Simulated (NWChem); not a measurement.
Species: CHBr₂Cl; SMILES C(Cl)(Br)Br

Computed with NWChem. Pople sets run with spherical d functions. Coordinates come from a PBE-D3(BJ)/def2-SVP optimisation. Level: M06-2X/6-31G* with SMD (1 M gas to 1 M solution), gas-phase geometry.

```
solvent          dielectric constant  solvation free energy (kcal/mol)  cavity-dispersion-structure term (kcal/mol)  dipole in solution (D)
---------------  -------------------  --------------------------------  -------------------------------------------  ----------------------
water                           78.4                              -2.1                                          0.0                    1.53
2-propanol                      19.3                              -6.2                                         -4.3                    1.51
tetrahydrofuran                 7.43                              -5.8                                         -4.0                    1.48
diethyl ether                   4.24                              -6.1                                         -4.5                    1.43
acetone                         20.5                              -6.0                                         -4.1                    1.51
chloroform                      4.71                              -6.3                                         -4.8                    1.44
```
